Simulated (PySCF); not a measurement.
Species: C8H6FN.
Structure used (PBE0-D3(BJ)/def2-SVP), in Å, numbered top down from 1:
```
atom  x, y, z in Å
N1     3.3122    1.6787   -0.5648
C2     2.7192    0.7099   -0.3456
C3     1.9626   -0.5081   -0.0660
C4     0.4702   -0.2649   -0.0023
C5    -0.3186   -0.3890   -1.1487
C6    -1.6895   -0.1462   -1.0873
C7    -2.2907    0.2236    0.1131
C8    -1.4917    0.3458    1.2436
F9    -2.0537    0.6932    2.3982
C10   -0.1232    0.1092    1.2050
H11    2.1992   -1.2449   -0.8495
H12    2.3290   -0.9263    0.8848
H13    0.1427   -0.6768   -2.0964
H14   -2.3004   -0.2471   -1.9870
H15   -3.3620    0.4169    0.1889
H16    0.4614    0.2218    2.1206
```

Linear response at B3LYP/def2-SVPD (PySCF, frozen core in the response, non-relativistic).

Static isotropic polarisability: 94.89 au (14.06 Å³), principal values 69.4, 96.0, 119.2 au.

(1) What is the polarisability at 1064 nm and at the sodium D line?

(2) What is the isotropic C6 coefficient between two such molecules, C6 = (3/π)∫α(iω)² dω?

(3) Which effective excitation energy ω̄ makes London's formula C6 = (3/4)α²ω̄ exact here?

(4) What three-body coefficient follows from the one-pole estimate C9 = (3/4)·α·C6?

(5) What n − 1 at the D line would an ideal gas of it have at 273.15 K and 1 atm (2.6868 × 10¹⁹ cm⁻³), by n − 1 = 2π·N·α′?

(6) How many electrons N does the Slater–Kirkwood formula C6 = (3/4)·√N·α^(3/2) need to give this C6?

(7) What molar refraction at the D line follows from R = (4π/3)·N_A·α′, with α′ the polarisability volume?

(8) What does −C6/R⁶ come to at R = 10 Å between centres?

Results:

(1) 95.94 au at 1064 nm (+1.1 %), 98.51 au at 589.3 nm (+3.8 %). The rise at 589.3 nm is 3.43 times that at 1064 nm; a pure ω² law gives 3.26. The lowest singlet lies at 237 nm, shorter than both wavelengths.

(2) 3521 au (Eh·bohr⁶) by a ten-point quadrature over imaginary frequencies, which is 2100 eV·Å⁶ or 203 J·nm⁶/mol.

(3) ω̄ = 4·C6/(3α²) = 0.521 Eh = 14.2 eV. A one-pole form α(ω) = α/(1 − ω²/ω̄²) fitted to the 1064 nm value gives 11.1 eV.

(4) 251000 au. This is an estimate from the two numbers above, not a computed integral.

(5) 24.64 × 10⁻⁴, a formal value whether or not that pressure can be reached.

(6) N = (4·C6/3)²/α³ = 25.8; the species has 70 electrons in all.

(7) α′ = 14.60 Å³ gives R = 36.82 cm³/mol, for isolated, non-vibrating species.

(8) -200 J/mol. This is the leading, orientation-averaged term; C8 and higher terms are left out.

One conformer stands for the species.
